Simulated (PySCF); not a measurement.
C2H7FOSi2.
Atom-mapped SMILES: `[F:1][Si@H:2]1[CH2:3][CH2:4][SiH2:5][O:6]1` (hydrogens: H7 on Si2; H8, H9 on C3; H10, H11 on C4; H12, H13 on Si5)

The same species was optimised twice, with GFN2-xTB and with PBE0-D3(BJ)/def2-SVP (PySCF), and the same property calculations (PySCF, gas phase) were run on both structures.

```tsv
coordinate	GFN2-xTB	PBE0-D3(BJ)/def2-SVP	change
Si5–O6 (Å)	1.645	1.687	+0.042
Si2–O6 (Å)	1.623	1.662	+0.039
Si2–C3 (Å)	1.901	1.878	-0.023
F1–Si2 (Å)	1.609	1.624	+0.015
C4–Si5 (Å)	1.912	1.898	-0.014
C3–C4 (Å)	1.542	1.547	+0.005
Si2–O6–Si5 (°)	119.7	115.3	-4.4
F1–Si2–O6 (°)	107.5	109.2	+1.7
C4–Si5–O6 (°)	98.7	99.9	+1.2
C3–C4–Si5 (°)	108.0	106.8	-1.2
C3–Si2–O6 (°)	99.8	100.9	+1.1
Si2–C3–C4 (°)	107.7	106.7	-1.0
F1–Si2–C3 (°)	111.7	110.8	-0.9
```

Rotational constants: A = 3919, B = 1942, C = 1550 MHz (GFN2-xTB) against A = 3874, B = 1926, C = 1562 MHz (PBE0-D3(BJ)/def2-SVP). Point groups within 0.08 Å: C1 and C1.

On the GFN2-xTB structure: isotropic polarisability (au) 70.2 [CAM-B3LYP/def2-SVPD]; HOMO (eV) -9.85 [CAM-B3LYP/def2-SVPD]; LUMO (eV) 1.00 [CAM-B3LYP/def2-SVPD]; dipole (D) 2.68 [CAM-B3LYP/def2-SVPD]; HOMO (eV) -8.50 [PBE0/pcSseg-1]; LUMO (eV) 0.39 [PBE0/pcSseg-1]; dipole (D) 2.67 [PBE0/pcSseg-1]; GIAO shielding of F1 (ppm) 325.7 [PBE0/pcSseg-1]; GIAO shielding of Si2 (ppm) 348.4 [PBE0/pcSseg-1]; GIAO shielding of C3 (ppm) 176.6 [PBE0/pcSseg-1]; GIAO shielding of C4 (ppm) 179.6 [PBE0/pcSseg-1]; GIAO shielding of Si5 (ppm) 353.6 [PBE0/pcSseg-1]; GIAO shielding of O6 (ppm) 254.3 [PBE0/pcSseg-1].

What do these properties become on the PBE0-D3(BJ)/def2-SVP structure?

| property | level | on GFN2-xTB | on PBE0-D3(BJ)/def2-SVP | change |
| --- | --- | --- | --- | --- |
| isotropic polarisability (au) | CAM-B3LYP/def2-SVPD | 70.2 | 71.9 | +1.7 |
| HOMO (eV) | CAM-B3LYP/def2-SVPD | -9.85 | -9.95 | -0.10 |
| LUMO (eV) | CAM-B3LYP/def2-SVPD | 1.00 | 1.01 | +0.01 |
| dipole (D) | CAM-B3LYP/def2-SVPD | 2.68 | 2.63 | -0.05 |
| energy, GFN2-xTB geometry as zero (kcal/mol) | CAM-B3LYP/def2-SVPD | 0.0 | -3.8 | -3.8 |
| HOMO (eV) | PBE0/pcSseg-1 | -8.50 | -8.60 | -0.10 |
| LUMO (eV) | PBE0/pcSseg-1 | 0.39 | 0.42 | +0.03 |
| dipole (D) | PBE0/pcSseg-1 | 2.67 | 2.60 | -0.07 |
| energy, GFN2-xTB geometry as zero (kcal/mol) | PBE0/pcSseg-1 | 0.0 | -3.4 | -3.4 |
| GIAO shielding of F1 (ppm) | PBE0/pcSseg-1 | 325.7 | 325.1 | -0.6 |
| GIAO shielding of Si2 (ppm) | PBE0/pcSseg-1 | 348.4 | 347.4 | -1.0 |
| GIAO shielding of C3 (ppm) | PBE0/pcSseg-1 | 176.6 | 174.6 | -2.0 |
| GIAO shielding of C4 (ppm) | PBE0/pcSseg-1 | 179.6 | 178.6 | -1.0 |
| GIAO shielding of Si5 (ppm) | PBE0/pcSseg-1 | 353.6 | 351.2 | -2.4 |
| GIAO shielding of O6 (ppm) | PBE0/pcSseg-1 | 254.3 | 254.9 | +0.6 |

The heavy atoms differ by 0.061 Å rms after alignment. Among bonds between heavy atoms Si5–O6 changes most (+0.042 Å). Changes are differences of the printed values. Neither structure is proved a minimum here.
